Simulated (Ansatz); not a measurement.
# Nudged elastic band run: GaH4NO

Input:

```yaml
crystal:
  periodic: [false, false, false]
  atoms:
    - { symbol: Ga, position_ang: [0.603841, -0.008153, -0.050538] }
    - { symbol: "N", position_ang: [0.85348, -0.102279, 1.740947] }
    - { symbol: H, position_ang: [0.132163, -0.305803, 2.421322] }
    - { symbol: H, position_ang: [1.749388, 0.047581, 2.187648] }
    - { symbol: H, position_ang: [1.728865, 0.302664, -1.06957] }
    - { symbol: O, position_ang: [-1.043179, -0.292787, -0.683504] }
    - { symbol: H, position_ang: [-1.711456, -0.487924, -0.020105] }
basis:
  gaussian: { orbitals: def2-SVP }
hamiltonian:
  xc: pbe0
neb:
  order_check: false
  images: 9
  f_tol: 0.03
  max_iterations: 60
  final_atoms:
    - { symbol: Ga, position_ang: [0.13105957, 0.19030521, -1.14160046] }
    - { symbol: "N", position_ang: [1.15064821, 0.08897541, 1.16327425] }
    - { symbol: H, position_ang: [0.6214807, 0.62583897, 1.85122019] }
    - { symbol: H, position_ang: [1.22044195, -0.86454747, 1.52061998] }
    - { symbol: H, position_ang: [2.09558087, 0.47129926, 1.15108641] }
    - { symbol: O, position_ang: [-1.39721181, -0.55703415, -0.47077126] }
    - { symbol: H, position_ang: [-1.50889748, -0.80153823, 0.45237088] }
  initial_path:
    images:
      - { positions_ang: [[0.603841, -0.008153, -0.050538], [0.85348, -0.102279, 1.740947], [0.132163, -0.305803, 2.421322], [1.749388, 0.047581, 2.187648], [1.728865, 0.302664, -1.06957], [-1.043179, -0.292787, -0.683504], [-1.711456, -0.487924, -0.020105]] }
      - { positions_ang: [[0.48309522, -0.0063988, -0.04041864], [0.96088346, -0.08293626, 1.71549093], [0.20813648, -0.29822737, 2.36620448], [1.85357632, 0.09011064, 2.17843689], [1.73485783, 0.23949265, -0.81588133], [-1.14477747, -0.23213619, -0.72537], [-1.78266985, -0.55660568, -0.15226233]] }
      - { positions_ang: [[0.36234944, -0.0046446, -0.03029928], [1.06828692, -0.06359351, 1.69003486], [0.28410996, -0.29065173, 2.31108696], [1.95776465, 0.13264029, 2.16922578], [1.74085067, 0.1763213, -0.56219266], [-1.24637595, -0.17148538, -0.76723601], [-1.8538837, -0.62528736, -0.28441965]] }
      - { positions_ang: [[0.24160366, -0.0028904, -0.02017992], [1.17569038, -0.04425077, 1.66457879], [0.36008345, -0.2830761, 2.25596944], [2.06195297, 0.17516993, 2.16001467], [1.7468435, 0.11314995, -0.30850398], [-1.34797442, -0.11083457, -0.80910201], [-1.92509754, -0.69396905, -0.41657698]] }
      - { positions_ang: [[0.12085789, -0.0011362, -0.01006056], [1.28309384, -0.02490803, 1.63912271], [0.43605693, -0.27550047, 2.20085192], [2.1661413, 0.21769957, 2.15080356], [1.75283634, 0.0499786, -0.05481531], [-1.4495729, -0.05018376, -0.85096801], [-1.99631139, -0.76265073, -0.54873431]] }
      - { positions_ang: [[0.00011211, 0.000618, 5.88e-05], [1.3904973, -0.00556528, 1.61366664], [0.51203041, -0.26792483, 2.14573439], [2.27032962, 0.26022922, 2.14159245], [1.75882917, -0.01319274, 0.19887336], [-1.55117137, 0.01046705, -0.89283402], [-2.06752524, -0.83133241, -0.68089163]] }
      - { positions_ang: [[0.0263016, 0.03855544, -0.22827306], [1.34252748, 0.01334286, 1.52358817], [0.53392047, -0.08917207, 2.08683155], [2.06035209, 0.03527388, 2.01739796], [1.82617951, 0.08370566, 0.38931597], [-1.52037946, -0.10303319, -0.80842146], [-1.95579969, -0.82537358, -0.45423913]] }
      - { positions_ang: [[0.05249109, 0.07649289, -0.45660491], [1.29455766, 0.03225099, 1.43350969], [0.55581053, 0.08958069, 2.02792871], [1.85037455, -0.18968146, 1.89320346], [1.89352985, 0.18060406, 0.57975858], [-1.48958755, -0.21653343, -0.72400891], [-1.84407414, -0.81941474, -0.22758663]] }
      - { positions_ang: [[0.07868058, 0.11443033, -0.68493676], [1.24658784, 0.05115913, 1.34343121], [0.57770059, 0.26833345, 1.96902587], [1.64039702, -0.41463679, 1.76900897], [1.96088019, 0.27750246, 0.77020119], [-1.45879564, -0.33003367, -0.63959636], [-1.73234859, -0.8134559, -0.00093412]] }
      - { positions_ang: [[0.10487007, 0.15236777, -0.91326861], [1.19861803, 0.07006727, 1.25335273], [0.59959064, 0.44708621, 1.91012303], [1.43041948, -0.63959213, 1.64481447], [2.02823053, 0.37440086, 0.9606438], [-1.42800373, -0.44353391, -0.55518381], [-1.62062304, -0.80749707, 0.22571838]] }
      - { positions_ang: [[0.13105957, 0.19030521, -1.14160046], [1.15064821, 0.08897541, 1.16327425], [0.6214807, 0.62583897, 1.85122019], [1.22044195, -0.86454747, 1.52061998], [2.09558087, 0.47129926, 1.15108641], [-1.39721181, -0.55703415, -0.47077126], [-1.50889748, -0.80153823, 0.45237088]] }
```

Launched with:

```bash
$ ansatz run input.yaml --threads 1 --pin off --max-ram 2048MiB --backend cpu --events-out ev --progress --plain --runs-dir out
```

Output, in part (warnings, iteration lines):

```
NEB end point (image 0): max|allowed force component| = 1.511e-2 eV/Å (the criterion of neb.relax_end_points is 1.000e-2)
NEB end point (image 10): max|allowed force component| = 1.432e-2 eV/Å (the criterion of neb.relax_end_points is 1.000e-2)
NEB iter   1: max|band force component| = 2.055e1 eV/Å  barrier→ = 6.9479 eV  barrier← = 6.8335 eV  Δτ_max = 0.1956 Å  (288 SCF iters)
NEB iter   2: max|band force component| = 3.684e0 eV/Å  barrier→ = 3.6171 eV  barrier← = 3.5027 eV  Δτ_max = 0.1999 Å  (286 SCF iters)
NEB iter   3: max|band force component| = 5.882e0 eV/Å  barrier→ = 3.1718 eV  barrier← = 3.0574 eV  Δτ_max = 0.1007 Å  (276 SCF iters)
NEB iter   4: max|band force component| = 2.078e0 eV/Å  barrier→ = 3.0209 eV  barrier← = 2.9065 eV  Δτ_max = 0.2000 Å  (264 SCF iters)
NEB iter   5: max|band force component| = 2.744e0 eV/Å  barrier→ = 2.6830 eV  barrier← = 2.5686 eV  Δτ_max = 0.1000 Å  (269 SCF iters)
NEB iter   6: max|band force component| = 1.654e0 eV/Å  barrier→ = 2.3380 eV  barrier← = 2.2236 eV  Δτ_max = 0.1003 Å  (269 SCF iters)
NEB iter   7: max|band force component| = 8.137e-1 eV/Å  barrier→ = 1.9691 eV  barrier← = 1.8546 eV  Δτ_max = 0.1989 Å  (266 SCF iters)
NEB iter   8: max|band force component| = 3.338e0 eV/Å  barrier→ = 2.0468 eV  barrier← = 1.9324 eV  Δτ_max = 0.0996 Å  (272 SCF iters)
NEB iter   9: max|band force component| = 6.125e-1 eV/Å  barrier→ = 1.7907 eV  barrier← = 1.6762 eV  Δτ_max = 0.1999 Å  (265 SCF iters)
NEB iter  10: max|band force component| = 5.628e-1 eV/Å  barrier→ = 1.8101 eV  barrier← = 1.6957 eV  Δτ_max = 0.1992 Å  (264 SCF iters)
NEB iter  11: max|band force component| = 1.077e0 eV/Å  barrier→ = 1.7633 eV  barrier← = 1.6489 eV  Δτ_max = 0.1004 Å  (272 SCF iters)
NEB iter  12: max|band force component| = 5.864e-1 eV/Å  barrier→ = 1.7797 eV  barrier← = 1.6653 eV  Δτ_max = 0.1014 Å  (254 SCF iters)
NEB iter  13: max|band force component| = 1.855e0 eV/Å  barrier→ = 1.7031 eV  barrier← = 1.5887 eV  CI = image 3  Δτ_max = 0.1000 Å  (252 SCF iters)
NEB iter  14: max|band force component| = 1.905e0 eV/Å  barrier→ = 1.7770 eV  barrier← = 1.6626 eV  CI = image 3  Δτ_max = 0.1967 Å  (249 SCF iters)
NEB iter  15: max|band force component| = 1.673e0 eV/Å  barrier→ = 2.1793 eV  barrier← = 2.0649 eV  CI = image 3  Δτ_max = 0.2000 Å  (255 SCF iters)
NEB iter  16: max|band force component| = 7.597e-1 eV/Å  barrier→ = 2.5810 eV  barrier← = 2.4666 eV  CI = image 3  Δτ_max = 0.2000 Å  (260 SCF iters)
NEB iter  17: max|band force component| = 5.368e-1 eV/Å  barrier→ = 2.5596 eV  barrier← = 2.4452 eV  CI = image 3  Δτ_max = 0.2000 Å  (265 SCF iters)
NEB iter  18: max|band force component| = 3.202e-1 eV/Å  barrier→ = 2.5258 eV  barrier← = 2.4114 eV  CI = image 3  Δτ_max = 0.2000 Å  (261 SCF iters)
NEB iter  19: max|band force component| = 5.034e-1 eV/Å  barrier→ = 2.5042 eV  barrier← = 2.3898 eV  CI = image 3  Δτ_max = 0.1025 Å  (249 SCF iters)
NEB iter  20: max|band force component| = 6.837e-1 eV/Å  barrier→ = 2.4849 eV  barrier← = 2.3704 eV  CI = image 3  Δτ_max = 0.0503 Å  (248 SCF iters)
NEB iter  21: max|band force component| = 1.607e-1 eV/Å  barrier→ = 2.4811 eV  barrier← = 2.3667 eV  CI = image 3  Δτ_max = 0.1008 Å  (242 SCF iters)
NEB iter  22: max|band force component| = 3.389e-1 eV/Å  barrier→ = 2.4787 eV  barrier← = 2.3642 eV  CI = image 3  Δτ_max = 0.0501 Å  (238 SCF iters)
NEB iter  23: max|band force component| = 2.769e-1 eV/Å  barrier→ = 2.4784 eV  barrier← = 2.3640 eV  CI = image 3  Δτ_max = 0.0503 Å  (237 SCF iters)
NEB iter  24: max|band force component| = 2.399e-1 eV/Å  barrier→ = 2.4783 eV  barrier← = 2.3639 eV  CI = image 3  Δτ_max = 0.0498 Å  (235 SCF iters)
NEB iter  25: max|band force component| = 2.477e-1 eV/Å  barrier→ = 2.4783 eV  barrier← = 2.3639 eV  CI = image 3  Δτ_max = 0.0499 Å  (234 SCF iters)
NEB iter  26: max|band force component| = 2.644e-1 eV/Å  barrier→ = 2.4783 eV  barrier← = 2.3638 eV  CI = image 3  Δτ_max = 0.0994 Å  (220 SCF iters)
NEB iter  27: max|band force component| = 2.573e-1 eV/Å  barrier→ = 2.4783 eV  barrier← = 2.3638 eV  CI = image 3  Δτ_max = 0.2000 Å  (222 SCF iters)
NEB iter  28: max|band force component| = 1.498e-1 eV/Å  barrier→ = 2.4783 eV  barrier← = 2.3638 eV  CI = image 3  Δτ_max = 0.2000 Å  (224 SCF iters)
NEB iter  29: max|band force component| = 2.171e-1 eV/Å  barrier→ = 2.4783 eV  barrier← = 2.3638 eV  CI = image 3  Δτ_max = 0.1015 Å  (225 SCF iters)
NEB iter  30: max|band force component| = 1.647e-1 eV/Å  barrier→ = 2.4783 eV  barrier← = 2.3638 eV  CI = image 3  Δτ_max = 0.0994 Å  (216 SCF iters)
NEB iter  31: max|band force component| = 2.010e-1 eV/Å  barrier→ = 2.4783 eV  barrier← = 2.3638 eV  CI = image 3  Δτ_max = 0.0503 Å  (219 SCF iters)
NEB iter  32: max|band force component| = 7.735e-2 eV/Å  barrier→ = 2.4783 eV  barrier← = 2.3638 eV  CI = image 3  Δτ_max = 0.0988 Å  (211 SCF iters)
NEB iter  33: max|band force component| = 2.794e-1 eV/Å  barrier→ = 2.4783 eV  barrier← = 2.3638 eV  CI = image 3  Δτ_max = 0.0501 Å  (210 SCF iters)
NEB iter  34: max|band force component| = 8.721e-2 eV/Å  barrier→ = 2.4783 eV  barrier← = 2.3638 eV  CI = image 3  Δτ_max = 0.1009 Å  (218 SCF iters)
NEB iter  35: max|band force component| = 4.986e-2 eV/Å  barrier→ = 2.4783 eV  barrier← = 2.3638 eV  CI = image 3  Δτ_max = 0.0992 Å  (212 SCF iters)
NEB iter  36: max|band force component| = 1.091e-1 eV/Å  barrier→ = 2.4783 eV  barrier← = 2.3638 eV  CI = image 3  Δτ_max = 0.0502 Å  (216 SCF iters)
NEB iter  37: max|band force component| = 7.717e-2 eV/Å  barrier→ = 2.4783 eV  barrier← = 2.3638 eV  CI = image 3  Δτ_max = 0.0499 Å  (209 SCF iters)
NEB iter  38: max|band force component| = 6.524e-2 eV/Å  barrier→ = 2.4783 eV  barrier← = 2.3638 eV  CI = image 3  Δτ_max = 0.0499 Å  (213 SCF iters)
NEB iter  39: max|band force component| = 8.865e-2 eV/Å  barrier→ = 2.4783 eV  barrier← = 2.3638 eV  CI = image 3  Δτ_max = 0.0251 Å  (214 SCF iters)
NEB iter  40: max|band force component| = 9.306e-2 eV/Å  barrier→ = 2.4783 eV  barrier← = 2.3638 eV  CI = image 3  Δτ_max = 0.0252 Å  (209 SCF iters)
NEB iter  41: max|band force component| = 1.057e-1 eV/Å  barrier→ = 2.4783 eV  barrier← = 2.3638 eV  CI = image 3  Δτ_max = 0.0501 Å  (211 SCF iters)
NEB iter  42: max|band force component| = 1.134e-1 eV/Å  barrier→ = 2.4783 eV  barrier← = 2.3638 eV  CI = image 3  Δτ_max = 0.0997 Å  (213 SCF iters)
NEB iter  43: max|band force component| = 2.711e-1 eV/Å  barrier→ = 2.4783 eV  barrier← = 2.3638 eV  CI = image 3  Δτ_max = 0.0497 Å  (222 SCF iters)
NEB iter  44: max|band force component| = 3.316e-1 eV/Å  barrier→ = 2.4783 eV  barrier← = 2.3638 eV  CI = image 3  Δτ_max = 0.0508 Å  (219 SCF iters)
NEB iter  45: max|band force component| = 3.323e-1 eV/Å  barrier→ = 2.4783 eV  barrier← = 2.3638 eV  CI = image 3  Δτ_max = 0.0999 Å  (214 SCF iters)
NEB iter  46: max|band force component| = 5.218e-1 eV/Å  barrier→ = 2.4783 eV  barrier← = 2.3638 eV  CI = image 3  Δτ_max = 0.1994 Å  (215 SCF iters)
NEB iter  47: max|band force component| = 9.777e-1 eV/Å  barrier→ = 2.4783 eV  barrier← = 2.3638 eV  CI = image 3  Δτ_max = 0.1996 Å  (220 SCF iters)
NEB iter  48: max|band force component| = 1.399e0 eV/Å  barrier→ = 2.4783 eV  barrier← = 2.3638 eV  CI = image 3  Δτ_max = 0.2000 Å  (219 SCF iters)
NEB iter  49: max|band force component| = 1.346e0 eV/Å  barrier→ = 2.4783 eV  barrier← = 2.3638 eV  CI = image 3  Δτ_max = 0.1974 Å  (232 SCF iters)
NEB iter  50: max|band force component| = 1.165e0 eV/Å  barrier→ = 2.4783 eV  barrier← = 2.3638 eV  CI = image 3  Δτ_max = 0.2000 Å  (239 SCF iters)
NEB iter  51: max|band force component| = 1.046e0 eV/Å  barrier→ = 2.4783 eV  barrier← = 2.3638 eV  CI = image 3  Δτ_max = 0.1998 Å  (227 SCF iters)
NEB iter  52: max|band force component| = 8.618e-1 eV/Å  barrier→ = 2.4783 eV  barrier← = 2.3638 eV  CI = image 3  Δτ_max = 0.2000 Å  (231 SCF iters)
NEB iter  53: max|band force component| = 3.691e-1 eV/Å  barrier→ = 2.4783 eV  barrier← = 2.3638 eV  CI = image 3  Δτ_max = 0.1003 Å  (238 SCF iters)
NEB iter  54: max|band force component| = 2.884e-1 eV/Å  barrier→ = 2.4783 eV  barrier← = 2.3638 eV  CI = image 3  Δτ_max = 0.1031 Å  (217 SCF iters)
NEB iter  55: max|band force component| = 2.608e-1 eV/Å  barrier→ = 2.4783 eV  barrier← = 2.3638 eV  CI = image 3  Δτ_max = 0.1024 Å  (214 SCF iters)
NEB iter  56: max|band force component| = 2.090e-1 eV/Å  barrier→ = 2.4783 eV  barrier← = 2.3638 eV  CI = image 3  Δτ_max = 0.0994 Å  (216 SCF iters)
NEB iter  57: max|band force component| = 1.426e-1 eV/Å  barrier→ = 2.4783 eV  barrier← = 2.3638 eV  CI = image 3  Δτ_max = 0.0995 Å  (214 SCF iters)
NEB iter  58: max|band force component| = 1.347e-1 eV/Å  barrier→ = 2.4783 eV  barrier← = 2.3638 eV  CI = image 3  Δτ_max = 0.0988 Å  (213 SCF iters)
NEB iter  59: max|band force component| = 1.397e-1 eV/Å  barrier→ = 2.4783 eV  barrier← = 2.3638 eV  CI = image 3  Δτ_max = 0.0500 Å  (214 SCF iters)
NEB iter  60: max|band force component| = 1.480e-1 eV/Å  barrier→ = 2.4783 eV  barrier← = 2.3638 eV  CI = image 3  Δτ_max = 0.0989 Å  (210 SCF iters)
Error: NEB band did not converge after 60 iterations: max|band force component| = 1.48e-1 eV/Å (threshold 3.0e-2); raise `neb.max_iterations` in a new run, which can start from the last band evaluated (`neb.initial_path`, with `crystal.atoms` and `neb.final_atoms` set to its first and last images), …
```

It did not converge within its limit. The band didn't meet its force threshold, so its energies are provisional: the largest band force was still 0.15 eV/Å, and over the last iterations the top stayed at 2.48 eV. Neighbouring images lie up to 2.2 Å apart, so the band is torn or far too coarse. Inner images lie below an end point, which means an intermediate or an end that isn't the lowest structure nearby. The orbitals stay closed-shell, which can raise the energy where a bond breaks towards radicals; this wasn't checked here.

Final band (atoms are numbered from 1 in the order of the input):

```csv
image,path coordinate (Å),energy (kcal/mol),Ga1–N2 (Å),Ga1–H5 (Å),N2–H5 (Å)
0,0.00,0.0,1.81,1.55,2.97
1,1.37,4.2,1.83,1.56,3.10
2,2.74,2.8,1.80,1.55,2.74
3,4.12,57.1,1.97,1.66,1.59
4,6.29,-2.1,2.37,3.12,1.02
5,8.47,7.2,3.55,3.97,1.02
6,10.64,5.1,4.58,5.32,1.02
7,12.83,2.6,4.47,4.91,1.02
8,15.02,5.4,3.46,4.16,1.02
9,17.21,-2.1,2.35,2.90,1.02
10,19.39,2.6,2.52,3.03,1.02
```

Time of the run: 14 min on 1 thread of Intel(R) Xeon(R) 6975P-C (Granite Rapids), with other jobs on the host, peak memory 0.18 GiB.
